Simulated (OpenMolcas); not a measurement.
**3d3 along the 21-electron sequence**

| Quantity | Value |
| --- | --- |
| Program | OpenMolcas |
| Method | SS-CASPT2, IPEA 0.25 Eh, imaginary shift 0.1 Eh |
| Basis | ANO-RCC-VTZP |
| Scalar Hamiltonian | DKH2, point nucleus |
| Spin-orbit coupling | state interaction with AMFI integrals over the reference wave functions, term energies averaged over their components |

Active space for each ion: 3 electrons in 10 orbitals (3d 4d); closed shells correlated by CASPT2: 3s 3p.

Computed levels in cm-1 above 4F 3/2:

| Level | V2+ | Cr3+ | Mn4+ | Fe5+ | Co6+ |
| --- | --- | --- | --- | --- | --- |
| 4F 5/2 | 156 | 248 | 376 | 545 | 737 |
| 4F 7/2 | 369 | 587 | 886 | 1279 | 1720 |
| 4F 9/2 | 637 | 1009 | 1514 | 2170 | 2910 |
| 4P 1/2 | 11890 | 14770 | 16860 | 19650 | 22180 |
| 4P 3/2 | 11960 | 14880 | 17020 | 19850 | 22410 |
| 2G 7/2 | 12140 | 15520 | 18040 | 21330 | 24360 |
| 4P 5/2 | 12150 | 15180 | 17480 | 20540 | 23360 |
| 2G 9/2 | 12380 | 15890 | 18580 | 22080 | 25340 |
| 2P 1/2 | 15660 | 20090 | 23330 | 27450 | 31190 |
| weight of 4F in the lowest level (%) | 100 | 100 | 100 | 100 | 100 |

Measured, with the error of the calculation in %. Measured levels: V2+ from Sugar and Corliss, J. Phys. Chem. Ref. Data 7, 1191 (1978); Cr3+ from Sugar and Corliss, J. Phys. Chem. Ref. Data 6, 317 (1977); Mn4+ from Corliss and Sugar, J. Phys. Chem. Ref. Data 6, 1253 (1977); Fe5+ from Corliss and Sugar, J. Phys. Chem. Ref. Data 11, 135 (1982); Co6+ from Sugar and Corliss, J. Phys. Chem. Ref. Data 10, 1097 (1981).

```csv
Level,V2+,Cr3+,Mn4+,Fe5+,Co6+
4F 5/2,146 (+7.0),236 (+5.3),359 (+4.7),511 (+6.6),698 (+5.6)
4F 7/2,342 (+8.2),556 (+5.7),835 (+6.1),1188 (+7.6),1610 (+6.8)
4F 9/2,584 (+9.2),946 (+6.8),1412 (+7.2),2001 (+8.7),2723 (+6.8)
4P 1/2,11514 (+3.3),14059 (+5.0),16434 (+2.6),18738 (+4.9),21096 (+5.1)
4P 3/2,11592 (+3.2),14177 (+5.0),16595 (+2.5),18942 (+4.8),21304 (+5.2)
2G 7/2,11966 (+1.5),15052 (+3.1),17892 (+0.8),20616 (+3.5),
4P 5/2,11770 (+3.2),14471 (+4.9),17049 (+2.5),19611 (+4.7),22187 (+5.3)
2G 9/2,12187 (+1.6),15402 (+3.2),18399 (+1.0),21315 (+3.6),
2P 1/2,15580 (+0.5),19519 (+2.9),23082 (+1.1),26496 (+3.6),
```

The fine-structure level 4F 9/2 changes by a factor of 4.57 from V2+ to Co6+. Its fourth root runs 5.02, 5.64, 6.24, 6.83, 7.34, with steps per unit of Z of 0.61, 0.60, 0.59, 0.52; equal steps would mean a (Z - σ)^4 law with constant σ.

4P 1/2 changes by a factor of 1.87 over the same range, with steps per unit of Z of +2880, +2090, +2790, +2530 cm-1.

Term energies are means over components that CASPT2 splits; among the terms shown or strongly mixed into the levels shown the widest spread is 820 cm-1 (3d3 4F, Mn4+). Active for correlation alone: 4d; no level in the range computed is led by a configuration that fills it, so any true level of that kind is missing. Computed and measured levels are paired by configuration, term and J; levels that our copy of the source lacks, or whose pairing is in doubt (as where it misses far off the trend of its configuration), stay unpaired and out of the deviations. Levels of configurations outside the active space are missing.
